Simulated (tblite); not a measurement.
C4H10ClFSi2.
SMILES with atom numbers: `[CH2:1]=[C:2]([CH3:3])[Si@@H:4]([Cl:5])[C@H:6]([F:7])[SiH3:8]` (hydrogens: H9, H10 on C1; H11, H12, H13 on C3; H14 on Si4; H15 on C6; H16, H17, H18 on Si8)

Computed with GFN2-xTB (tblite), gas phase: L-BFGS steps from a force-field or distance-geometry start until the largest atomic force falls under 0.01 eV/Å.

Geometry at step 2:
```
atom  x, y, z in Å
C1     -1.5283    1.5725    0.4224
C2     -1.3044    0.2841    0.1634
C3     -2.1580   -0.8069    0.7378
Si4     0.0411   -0.3165   -1.0097
Cl5    -0.5339    0.3838   -2.7955
C6      1.7476    0.4057   -0.5513
F7      2.6616    0.0841   -1.5612
Si8     2.3130   -0.4171    1.0796
H9     -0.9345    2.3710    0.0033
H10    -2.3413    1.8763    1.0591
H11    -1.5558   -1.4928    1.3395
H12    -2.9441   -0.4103    1.3659
H13    -2.6326   -1.3893   -0.0535
H14     0.0832   -1.7770   -1.0501
H15     1.7275    1.4937   -0.4762
H16     1.3767   -0.0569    2.1373
H17     2.3392   -1.8679    0.9159
H18     3.6341    0.0701    1.4083
```

**Question.** What forces act on the atoms?

**Answer.** 
| atom | Fx (eV/Å) | Fy (eV/Å) | Fz (eV/Å) |
| --- | --- | --- | --- |
| C1 | 0.050 | -0.452 | -0.074 |
| C2 | -0.052 | 0.205 | 0.223 |
| C3 | -0.036 | -0.071 | 0.118 |
| Si4 | -0.218 | 0.168 | -0.237 |
| Cl5 | -0.010 | 0.050 | -0.452 |
| C6 | -0.137 | -0.405 | 0.169 |
| F7 | 0.005 | 0.139 | 0.085 |
| Si8 | 0.163 | -0.019 | 0.172 |
| H9 | -0.007 | -0.143 | 0.024 |
| H10 | -0.072 | 0.076 | 0.069 |
| H11 | -0.011 | 0.092 | -0.124 |
| H12 | -0.151 | 0.150 | 0.157 |
| H13 | 0.137 | 0.059 | -0.021 |
| H14 | 0.075 | -0.007 | -0.016 |
| H15 | 0.087 | 0.026 | -0.086 |
| H16 | -0.129 | 0.063 | 0.007 |
| H17 | -0.009 | -0.026 | -0.062 |
| H18 | 0.314 | 0.097 | 0.049 |

The largest, 0.46 eV/Å, acts on C1 (C6, Cl5 within 3 % of it); the rms over all components is 0.153 eV/Å. The forces sum to zero within rounding, as they must for an isolated molecule in no field.

**Question.** Give the force on C1 in Eh/bohr and in nN.

**Answer.** 0.461 eV/Å ÷ 51.422 = 0.00896 Eh/bohr, and 0.461 eV/Å × 1.602 = 0.74 nN.

**Question.** How far is this geometry from the end of the optimisation?

**Answer.** 0.128 eV above it, and 0.542 Å rms away after alignment. The bonds farthest from their final lengths, with half the difference of the two atoms' forces along the bond (positive lengthens):

| bond | now (Å) | final (Å) | force along bond (eV/Å) |
| --- | --- | --- | --- |
| Si4–Cl5 | 2.003 | 2.020 | +0.05 |
| Si4–C6 | 1.909 | 1.926 | -0.02 |
| Si8–H18 | 1.446 | 1.461 | +0.07 |
| C2–Si4 | 1.883 | 1.891 | +0.09 |
| C3–H12 | 1.082 | 1.088 | +0.09 |
| C1=C2 | 1.333 | 1.327 | -0.35 |

The angle farthest from its final value is Si4–C6–Si8, 107.8° against 119.0°.

Of the 3 listed bonds off by 0.010 Å or more, this force points towards the final length in 2.

What follows is the cost of the whole relaxation. Time: 1.6 s wall. Hardware: Arm Neoverse V1, one thread, shared host with 32 logical CPUs at a one-minute load of 6.2.
